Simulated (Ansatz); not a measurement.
Computed with Ansatz on PBE0-D4/def2-TZVP structures; ΔE is electronic, products minus reactants. CCSD(T)/CBS is the MP2 limit (def2-TZVPP, def2-QZVPP) plus CCSD(T) − MP2 in def2-TZVPP, frozen cores. Functionals use def2-TZVPP. Each species was taken in one conformer, which may not be the lowest.

Consider the redistribution: `[CH3][Al]1[CH2][SiH2]1` + `F[SiH2]O[SiH3]` → `[SiH3][Al]1[CH2][SiH2]1` + `CO[SiH2]F`.

| species | r2SCAN energy (Eh) |
| --- | --- |
| `[CH3][Al]1[CH2][SiH2]1` | -612.24367 |
| `F[SiH2]O[SiH3]` | -757.17411 |
| `[SiH3][Al]1[CH2][SiH2]1` | -863.60508 |
| `CO[SiH2]F` | -505.74345 |

(1) Work out ΔE.

Largest T1 diagnostic among the species: 0.014.

## Answers

(1) ΔE = (-863.60508) + (-505.74345) − (-612.24367) − (-757.17411) = 0.06925 Eh = +181.8 kJ/mol. CCSD(T)/CBS gives +189.5 kJ/mol.

From r2SCAN to r2SCAN0 (25 % exact exchange), in def2-TZVPP and without D4, ΔE moves by +4.2 kJ/mol. Leaving LDA and LC-ωPBE aside and taking each functional with its dispersion term where it has one, the values, not all of them listed here, spread over 35.3 kJ/mol, from revPBE-D4 to BHLYP-D4.
